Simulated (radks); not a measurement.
Effect of the nuclear size on the silicon ion Si10+, [He] 2s2. Calculated with a radial shooting solver on a logarithmic mesh with Libxc functionals: Dirac Kohn-Sham, LDA (Slater exchange, Perdew-Wang correlation), spin-unpolarised, spherical densities, finite nucleus; Fermi nuclear charge, rms radius 3.1224 fm. The rms radius is varied about that value; shifts are against it.

rms radius (fm)  total energy shift (eV)  density at nucleus (e/bohr^3)  1s1/2 shift (meV)  2s1/2 shift (meV)
2.5198                          -0.00189                           1959             -0.766             -0.074
2.9694                         -0.000518                           1955             -0.210             -0.020
3.1224                                 0                           1954              0.000              0.000
3.3628                          0.000865                           1952              0.350              0.034
3.6751                           0.00208                           1950              0.843              0.082

Slopes of the eigenvalues against <r^2> in GHz/fm^2, as finite differences over the two radii next to the reference (eigenvalue slopes, not the field-shift constants of lines): 1s1/2 54.3, 2s1/2 5.26.
